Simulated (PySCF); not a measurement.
# A small calculation by hand: oscillator strength and radiative lifetime

B(Me)(vinyl)(OH) (C₃H₇BO), SMILES C=CB(C)O.

The structure is a stationary point at B3LYP-D3(BJ)/def2-SVP. One conformer was computed; it need not be the lowest.

TDA-PBE/def2-SVPD in PySCF puts the first singlet state with f over 0.02 at 6.40 eV (vertical), with the transition dipole (-0.135, 1.491, 0.000) in atomic units.

Find the oscillator strength, the wavelength and the radiative lifetime that this transition would have in vacuum if emission retraced absorption.


|μ|² = 2.2413 au, so |μ| = 3.81 D. ΔE = 6.40/27.211 = 0.2352 hartree. f = (2/3) ΔE |μ|² = 0.351 (the program prints 0.351).
λ = 1239.84/6.40 = 194 nm; ν = 51619 cm⁻¹.
Einstein's coefficient A = 0.6670 ν² f s⁻¹ (ν in cm⁻¹) = 6.2e8 s⁻¹, so τ = 1/A = 1.6 ns. This state is S4; the lower singlets have f = 0.000, 0.003, 0.000. The figure is the radiative limit of this one transition; relaxation, internal conversion, crossing to triplets and a medium change what is measured.
